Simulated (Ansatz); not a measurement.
NiBr2(PH3)2 (NiP2H6Br2). Total charge 0; singlet. Geometry PBE-D4/def2-SVP.

```xyz
11

Ni    0.080    0.051    0.038
Br   -0.317    2.284   -0.388
Br    0.358   -2.220    0.408
P    -0.983    0.149    1.919
H    -0.391   -0.446    3.077
H    -2.241   -0.532    1.959
H    -1.387    1.410    2.462
P     1.036   -0.127   -1.894
H     1.760    0.977   -2.442
H     0.136   -0.348   -2.986
H     1.948   -1.198   -2.153
```

The 6-31G sets use Cartesian d functions. The restricted singlet is unstable towards broken spin symmetry in Hartree–Fock (as tested in another run); at HF/STO-3G, HF/6-31G this wasn't settled.

Question: Estimate the orbital energies around the gap (eV) in Ansatz with HF/STO-3G, HF/6-31G, PBE-D4/def2-TZVP, r2SCAN-D4/def2-TZVPD, PBE0-D4/def2-TZVPD.

Answer: 
```tsv
orbital	HF/STO-3G	HF/6-31G	PBE-D4/def2-TZVP	r2SCAN-D4/def2-TZVPD	PBE0-D4/def2-TZVPD
HOMO−5	-8.61	-11.36	-6.66	-7.02	-8.34
HOMO−4	-8.32	-11.21	-6.17	-6.46	-7.92
HOMO−3	-7.49	-10.57	-6.11	-6.40	-7.66
HOMO−2	-7.37	-10.27	-5.73	-6.11	-7.34
HOMO−1	-7.25	-10.22	-5.46	-5.70	-7.26
HOMO	-2.94	-9.91	-5.15	-5.49	-7.00
LUMO	5.10	1.94	-3.66	-3.63	-2.61
LUMO+1	8.94	2.71	-1.64	-1.59	-0.97
LUMO+2	9.79	3.02	-0.59	-0.39	-0.20
LUMO+3	10.50	3.98	-0.53	-0.30	0.09
LUMO+4	10.96	4.17	-0.45	-0.23	0.25
LUMO+5	11.11	4.24	-0.28	-0.09	0.34
```
